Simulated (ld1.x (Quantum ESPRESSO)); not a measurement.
Results of a calculation; reference values are marked as such.
## Potentials for nitrogen compared

Generated with ld1.x 7.5 (TM, RRKJ, ultrasoft, PAW), atompaw 4.2 or ONCVPSP 4.0.1. The cutoff is in Ry: for ld1.x and atompaw files where the sum of valence levels is converged to 10 mRy in a Bessel basis, for ONCV files where the hardest occupied wave has 1 mHa per electron of residual kinetic energy. The error is the largest all-electron minus pseudo excitation energy over each file’s own four to seven test configurations (ionisations up to +4, promotions, holes and added fractions of an electron), all of which were solved. The labels leave out finer settings (local radius, basis sizes, second energies), which also bear on the numbers. Spin-polarised tests are not counted. The rows are a selection from randomly drawn settings: files with unsolved tests, undetermined cutoffs or missed reference levels are left out.

| potential | cutoff (Ry) | largest error (meV) | bound ghosts |
| --- | --- | --- | --- |
| RRKJ, BLYP, scalar-relativistic, rc 0.90/2.15 (sp), local s, core correction no, reference 2s1.75 2p3.25 | 50 | +815 | none |
| RRKJ, PBE, non-relativistic, rc 0.90/1.75/1.55 (spd), local d, core correction yes, reference 2s2 2p2 | 90 | +1605 | none |
| ultrasoft, PBEsol, non-relativistic, rc 1.05/1.75 (sp), local smoothed, core correction yes, reference 2s2 2p2.75 | 21 | +265 | none |
| TM, PBE, non-relativistic, rc 1.05/1.70 (sp), local smoothed, core correction no, reference 2s1.5 2p3.5 | 50 | +1899 | none |

Question: Fill in the row for N: TM, PBE, scalar-relativistic, rc 0.90/1.40/1.25 (spd), local p, core correction yes, reference 2s1 2p4.

Answer: cutoff 60 Ry, largest error +886 meV, bound ghosts: none.

Question: Fill in the row for N: RRKJ, PBE, scalar-relativistic, rc 1.00/1.76 (sp), local smoothed, core correction yes, reference 2s2 2p2.

Answer: cutoff 80 Ry, largest error +864 meV, bound ghosts: none.
